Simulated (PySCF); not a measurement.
## First hyperpolarisability: 4,4-dimethyl-2-pentanone, C7H14O

Geometry (Å), atoms numbered from 1 in this order:
```xyz
22

C     2.8440   -0.0059   -0.3773
C     1.4803   -0.3870   -0.8954
O     1.2626   -1.4870   -1.3490
C     0.3978    0.6737   -0.8224
C    -0.7236    0.3686    0.2015
C    -0.1194    0.0692    1.5764
C    -1.6163    1.6073    0.3011
C    -1.5599   -0.8246   -0.2651
H     3.2613    0.8054   -0.9961
H     3.5148   -0.8736   -0.4061
H     2.7701    0.3867    0.6488
H    -0.0540    0.7519   -1.8249
H     0.8457    1.6512   -0.5822
H    -0.9150   -0.0748    2.3237
H     0.5182    0.8975    1.9262
H     0.4867   -0.8503    1.5612
H    -1.0562    2.4772    0.6798
H    -2.0344    1.8753   -0.6819
H    -2.4595    1.4250    0.9861
H    -2.0687   -0.5969   -1.2152
H    -0.9350   -1.7128   -0.4299
H    -2.3322   -1.0673    0.4819
```

Theory: PySCF, quadratic response CAM-B3LYP/aug-cc-pVDZ first hyperpolarisability, Taylor convention, gas phase. Geometry: PBE0-D3(BJ)/def2-SVP.

**Question.** Give β for the processes computed.

**Answer.** In au, Taylor convention; the vector part is βᵢ = ⅓ Σⱼ (βᵢⱼⱼ + βⱼᵢⱼ + βⱼⱼᵢ); β∥ is 3/5 of the vector part along the dipole, the dipole points from − to +:
```
                   process  λ (nm)  β vector norm     β∥  β HRS  depolarisation ratio
           static β(0;0,0)       ∞           95.8  -53.5   46.5                  3.35
second harmonic β(−2ω;ω,ω)    1907           99.2  -55.0   48.1                  3.34
         Pockels β(−ω;ω,0)    1907           96.9  -54.0      –                     –
second harmonic β(−2ω;ω,ω)    1064          107.4  -58.5   52.3                  3.33
         Pockels β(−ω;ω,0)    1064           99.4  -55.1      –                     –
```

**Question.** Which lowest excitations, dipole and polarisabilities go with it?

**Answer.** S1 4.34 eV (f = 0.000); S2 6.42 eV (f = 0.034); S3 7.18 eV (f = 0.005); dipole 2.83 D; isotropic α 89.6 au static, 89.8 au at 1907 nm, 90.2 au at 1064 nm, 90.4 au at 953.5 nm, 92.2 au at 532 nm.
